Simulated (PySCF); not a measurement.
H5NO2Sn (SMILES [NH2][SnH]([OH])[OH]), singlet, geometry from GFN2-xTB (such geometries of metal compounds can be far from the true shape) (all electrons, no relativity); PySCF with CASSCF(6,4)/STO-3G.

Here is a job for PySCF.
```python
from pyscf import gto, scf, mcscf
import numpy

mol = gto.M(
    atom='''
Sn    0.061040   -0.004918    0.239525
N    -1.468490   -1.254167   -0.076943
O    -0.375658    1.789175   -0.330480
O     1.465571   -0.473207   -1.011836
H     0.580490   -0.046672    1.819885
H    -2.288366   -1.021152    0.469534
H    -1.760333   -1.227149   -1.048941
H     0.308537    2.196751   -0.860810
H     1.667782   -1.404441   -1.078792
''',
    basis='sto-3g',
    charge=0,
    spin=0,
    verbose=4,
)

mf = scf.RHF(mol)
mf.kernel()
mc = mcscf.CASSCF(mf, 4, 6)
mc.fix_spin_(ss=0.0)
mc.kernel()
occ = numpy.linalg.eigvalsh(mc.fcisolver.make_rdm1(mc.ci, mc.ncas, mc.nelecas))[::-1]
ss = mc.fcisolver.spin_square(mc.ci, mc.ncas, mc.nelecas)[0]
print('natural occupations', occ.round(4), ' <S^2>', round(ss, 4))
```

### Question
Predict the main parts of the log of this PySCF run.

### Answer

```
PySCF version 2.14.0

[INPUT] verbose = 4
[INPUT] num. atoms = 9
[INPUT] num. electrons = 78
[INPUT] charge = 0
[INPUT] spin (= nelec alpha-beta = 2S) = 0
[INPUT] symmetry False subgroup None
[INPUT] Mole.unit = angstrom
[INPUT] Symbol           X                Y                Z      unit          X                Y                Z       unit  Magmom
[...]
nuclear repulsion = 430.146124594683
number of shells = 25
number of NR pGTOs = 141
number of NR cGTOs = 47
basis = sto-3g
ecp = {}

******** <class 'pyscf.scf.hf.RHF'> ********
method = RHF
initial guess = minao
damping factor = 0
level_shift factor = 0
DIIS = <class 'pyscf.scf.diis.CDIIS'>
diis_start_cycle = 1
diis_space = 8
diis_damp = 0
SCF conv_tol = 1e-09
SCF conv_tol_grad = None
SCF max_cycles = 50
direct_scf = True
direct_scf_tol = 1e-13
Set gradient conv threshold to 3.16228e-05
Initial guess from minao.
init E= -6150.82284023223
[...]
cycle= 1 E= -6167.46389048476  delta_E= -16.6  |g|= 0.668  |ddm|= 3.64
[...]
cycle= 2 E= -6167.63812815274  delta_E= -0.174  |g|= 0.129  |ddm|= 1.17
[...]
cycle= 3 E= -6167.64571983537  delta_E= -0.00759  |g|= 0.0296  |ddm|= 0.254
[...]
cycle= 4 E= -6167.64626230122  delta_E= -0.000542  |g|= 0.00647  |ddm|= 0.0735
[...]
cycle= 5 E= -6167.64629529893  delta_E= -3.3e-05  |g|= 0.00198  |ddm|= 0.0203
[...]
cycle= 6 E= -6167.64629935387  delta_E= -4.05e-06  |g|= 0.000697  |ddm|= 0.00769
[...]
cycle= 7 E= -6167.64629985942  delta_E= -5.06e-07  |g|= 7.36e-05  |ddm|= 0.00351
[...]
cycle= 8 E= -6167.64629986459  delta_E= -5.17e-09  |g|= 1.64e-05  |ddm|= 0.000284
[...]
cycle= 9 E= -6167.64629986484  delta_E= -2.5e-10  |g|= 3.52e-06  |ddm|= 6.49e-05
[...]
Extra cycle  E= -6167.64629986488  delta_E= -3.91e-11  |g|= 1.74e-06  |ddm|= 9.33e-06
converged SCF energy = -6167.64629986488

******** <class 'pyscf.mcscf.mc1step.CASSCF'> ********
CAS (3e+3e, 4o), ncore = 36, nvir = 7
max_cycle_macro = 50
max_cycle_micro = 4
conv_tol = 1e-07
conv_tol_grad = None
orbital rotation max_stepsize = 0.02
orbital rotation threshold for CI restart = 0.01
augmented hessian ah_max_cycle = 30
augmented hessian ah_conv_tol = 1e-12
augmented hessian ah_linear dependence = 1e-14
augmented hessian ah_level shift = 1e-08
augmented hessian ah_start_tol = 2.5
augmented hessian ah_start_cycle = 3
augmented hessian ah_grad_trust_region = 3
kf_trust_region = 3
kf_interval = 4
ci_response_space = 4
ci_grad_trust_region = 3
with_dep4 0
natorb = False
canonicalization = True
sorting_mo_energy = False
[...]
CASCI E = -6167.64815869267  S^2 = 0.0000000
[...]
macro iter  12 (  7 JK    2 micro), CASSCF E = -6167.66111852739  dE = -2.86001159e-05  S^2 = 0.0000000
               |grad[o]|=0.00112  |grad[c]|=0.00281  |ddm|=0.000144  |maxRot[o]|=0.0699
macro iter  13 (  7 JK    2 micro), CASSCF E = -6167.66114534561  dE = -2.68182257e-05  S^2 = 0.0000000
               |grad[o]|=0.000903  |grad[c]|=0.00402  |ddm|=0.000216  |maxRot[o]|=0.0699
macro iter  14 (  7 JK    2 micro), CASSCF E = -6167.66116738291  dE = -2.20372949e-05  S^2 = 0.0000000
               |grad[o]|=0.000642  |grad[c]|=0.00695  |ddm|=0.000277  |maxRot[o]|=0.0699
macro iter  15 (  5 JK    2 micro), CASSCF E = -6167.66117305432  dE = -5.67140887e-06  S^2 = 0.0000000
               |grad[o]|=0.00031  |grad[c]|=0.00215  |ddm|=0.000232  |maxRot[o]|=0.0299
macro iter  16 (  6 JK    1 micro), CASSCF E = -6167.66117479850  dE = -1.74418710e-06  S^2 = 0.0000000
               |grad[o]|=0.000128  |grad[c]|=0.00289  |ddm|=8.61e-05  |maxRot[o]|=0.0369
macro iter  17 (  6 JK    1 micro), CASSCF E = -6167.66117532997  dE = -5.31468686e-07  S^2 = 0.0000000
               |grad[o]|=0.000105  |grad[c]|=0.00164  |ddm|=0.000341  |maxRot[o]|=0.031
macro iter  18 (  7 JK    2 micro), CASSCF E = -6167.66117571524  dE = -3.85267413e-07  S^2 = 0.0000000
               |grad[o]|=0.000163  |grad[c]|=0.0011  |ddm|=0.000106  |maxRot[o]|=0.0243
macro iter  19 ( 12 JK    3 micro), CASSCF E = -6167.66117107359  dE =  4.64164805e-06  S^2 = 0.0000000
               |grad[o]|=0.000178  |grad[c]|=0.00523  |ddm|=0.00201  |maxRot[o]|=0.0721
macro iter  20 (  7 JK    2 micro), CASSCF E = -6167.66117405914  dE = -2.98555096e-06  S^2 = 0.0000000
               |grad[o]|=0.000273  |grad[c]|=0.000904  |ddm|=0.000399  |maxRot[o]|=0.0207
macro iter  21 (  7 JK    2 micro), CASSCF E = -6167.66117619946  dE = -2.14031934e-06  S^2 = 0.0000000
               |grad[o]|=0.000154  |grad[c]|=0.000425  |ddm|=0.000681  |maxRot[o]|=0.0333
macro iter  22 (  6 JK    1 micro), CASSCF E = -6167.66117627239  dE = -7.29251042e-08  S^2 = 0.0000000
               |grad[o]|=6.73e-05  |grad[c]|=0.000119  |ddm|=2.75e-05  |maxRot[o]|=0.00856
1-step CASSCF converged in  22 macro (208 JK  52 micro) steps
CASSCF canonicalization
Density matrix diagonal elements [1.99900346 1.98482896 1.98969881 0.02646876]
CASSCF energy = -6167.66117627239
CASCI E = -6167.66117627239  E(CI) = -11.0972188123569  S^2 = 0.0000000
natural occupations [1.9996 1.9995 1.9752 0.0256]  <S^2> 0.0
```
